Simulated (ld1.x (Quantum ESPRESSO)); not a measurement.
Tc: excitation energies, all-electron against TM

```json
{
  "Element": "technetium (Tc)",
  "Generator": "ld1.x (Quantum ESPRESSO) 7.5",
  "Type": "norm-conserving Troullier–Martins (Kleinman–Bylander form)",
  "Functional": "PBE",
  "Relativity": "scalar-relativistic",
  "Frozen core": "[Kr]",
  "Valence charge": "7",
  "Reference configuration": "4d6 5s1 5p0",
  "Partial waves": "5p (bound, empty): rc 2.95 bohr; 4d (bound): rc 1.85 bohr; 5s (bound): rc 2.00 bohr",
  "Local potential": "the s channel",
  "Core correction": "none"
}
```

Energies are relative to the spin-unpolarised reference configuration 4d6 5s1 5p0; without spin polarisation the order of configurations can differ from experiment. The frozen-core shift is the all-electron ΔE with the core orbitals held at their reference shape minus the fully relaxed ΔE.

```
valence configuration  charge  ΔE all-electron (eV)  error AE − PS (meV)  frozen-core shift (meV)
          4d5 5s2 5p0       0                 0.939                  -23                      +40
          4d5 5s0 5p0      +2                23.944                 -5.7                      +66
          4d4 5s2 5p0      +1                12.582                 +146                     +238
          4d4 5s2 5p1       0                 7.545                  -24                     +238
          4d4 5s0 5p0      +3                52.650                 -263                     +432
```

(1) What are ΔE and the potential's error for 4d5 5s1.5 5p0?

(2) What are ΔE and the potential's error for 4d5 5s1 5p0?

Results:

(1) ΔE = 4.221 eV all-electron; the error (AE − PS) is -21 meV.

(2) ΔE = 9.092 eV all-electron; the error (AE − PS) is -18 meV.
